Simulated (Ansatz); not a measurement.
Ideal-gas functions of `F[SiH](S)S` at 400 K and 1 bar, from an Ansatz frequency run at PBE0-D4/def2-TZVP.

Molar mass 114.24 g/mol, point group C1 (symmetry number 1), electronic degeneracy 1, moments of inertia 116.55, 204.918, 296.529 u Å². Harmonic wavenumbers (cm⁻¹, unscaled): 144, 169, 194, 237, 284, 492, 568, 678, 774, 808, 841, 903, 2263, 2702, 2708.

Use S(trans) = R[1.5 ln M + 2.5 ln T − 1.1517]; rotational temperatures θ = 24.2544 K / I; S(rot) = R[ln(√π/σ · √(T³/θAθBθC)) + 1.5]; for each mode x = 1.438777 ν̃/T, S = R[x/(eˣ − 1) − ln(1 − e⁻ˣ)] and H = RT x/(eˣ − 1); 1 cm⁻¹ = 0.0119627 kJ/mol; R = 8.31446 J/(mol·K).

By hand: the entropy, in J/(mol·K).

Translation 174.1. Rotation: θ = 0.2081, 0.1184, 0.0818 K, giving 117.8. Vibration, mode by mode: 13.88, 12.58, 11.47, 9.89, 8.49, 4.58, 3.68, 2.70, 2.05, 1.87, 1.70, 1.42, 0.02, 0.01, 0.01, in all 74.3. Electronic 0.0. Sum 366.2 J/(mol·K).

By hand: H − E and G − E in kJ/mol, counted from the electronic energy.

Zero-point energy ½ × 13765 × 0.0119627 = 82.3; thermal vibration 16.4; translation, rotation and pV give 4 RT = 13.3. H − E = 112.0 kJ/mol, and G − E = 112.0 − 400 × 366.2/1000 = -34.5 kJ/mol.

Vibration gives 20 % of the entropy, 13.9 J/(mol·K) of it from the mode under 150 cm⁻¹: soft modes count most, and the harmonic formula is weakest for them. The sum counts one conformer and one mirror image; others add a mixing term.
